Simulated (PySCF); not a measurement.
**The potential of point charges around `O=C(/C=C/[SiH3])O[SiH3]`**

Species: `O=C(/C=C/[SiH3])O[SiH3]`. Coordinates (GFN2-xTB, Å) and charges (e) from the PBE0/pcSseg-1 density (PySCF):

```
atom       x       y       z  Mulliken      IAO  Hirshfeld  ESP-fitted
  O1   1.154  -1.449   0.175   -0.4110  -0.4624    -0.2486     -0.5610
  C2   0.875  -0.277   0.085   +0.5665  +0.5155    +0.2088     +0.8818
  C3  -0.490   0.257  -0.057   -0.2214  -0.1838    -0.0560     -0.4143
  C4  -1.557  -0.540  -0.099   -0.3083  -0.3697    -0.1044     -0.1641
 Si5  -3.338   0.043  -0.278   +0.5570  +0.6173    +0.3281     +0.4105
  O6   1.807   0.671   0.110   -0.5894  -0.5859    -0.1889     -0.5038
 Si7   3.417   0.294   0.263   +0.6802  +0.8556    +0.3881     +0.5768
  H8  -0.564   1.332  -0.125   +0.1149  +0.1593    +0.0468     +0.1830
  H9  -1.363  -1.604  -0.022   +0.1461  +0.1749    +0.0497     +0.1451
 H10  -3.361   1.503  -0.365   -0.0936  -0.1153    -0.0704     -0.0852
 H11  -4.088  -0.413   0.893   -0.0778  -0.1120    -0.0702     -0.0928
 H12  -3.893  -0.552  -1.495   -0.0778  -0.1120    -0.0701     -0.0925
 H13   3.939   1.653   0.230   -0.1084  -0.1282    -0.0745     -0.1005
 H14   3.630  -0.389   1.533   -0.0885  -0.1266    -0.0693     -0.0915
 H15   3.828  -0.524  -0.871   -0.0886  -0.1266    -0.0693     -0.0916
```

Points outside the species (Å): A (7.1, -3.0, -1.5); B (-1.1, -4.1, 0.9); C (-7.9, -2.8, -3.5); D (-0.6, 3.9, 1.5); E (-2.8, 2.8, -6.4).

Task: Find the potential V = 14.3996 V·Å × Σ q/r of each set of charges at these points.

Result: In volts:

| point | nearest atom | distance (Å) | Mulliken | IAO | Hirshfeld | ESP-fitted |
| --- | --- | --- | --- | --- | --- | --- |
| A | H15 | 4.15 | -0.004 | +0.033 | -0.023 | -0.005 |
| B | H9 | 2.67 | -0.212 | -0.313 | -0.178 | -0.189 |
| C | H12 | 5.01 | +0.122 | +0.060 | +0.032 | +0.027 |
| D | H8 | 3.04 | -0.130 | -0.011 | +0.055 | +0.091 |
| E | H12 | 6.04 | +0.027 | +0.020 | +0.028 | +0.027 |

Task: How far are the other sets from the ESP-fitted one at these points?

Result: Root-mean-square difference: Hirshfeld 0.019 V, IAO 0.075 V, Mulliken 0.108 V. The ESP scheme is a least-squares fit of atom-centred charges to the potential on four shells outside the van der Waals surface, with the total charge fixed.

Task: What energy would a point charge of -2 e have at B in the field of the ESP charges, leaving out polarisation?

Result: +0.377 eV = +36.4 kJ/mol, a repulsion.

The structure is a single GFN2-xTB conformer in the gas phase; no vibrational or solvent corrections.

These values come from a run that also computed NMR shieldings. Hardware: an Arm Neoverse N1 with one thread, shared host with 64 logical CPUs at a one-minute load of 57. Cost: 43 s wall, 0.83 GiB resident at most.

The values belong to the conformer `[O:1]=[C:2](/[CH:3]=[CH:4]/[SiH3:5])[O:6][SiH3:7]`: O1–C2–C3–C4 0°, O1–C2–O6–Si7 0°.
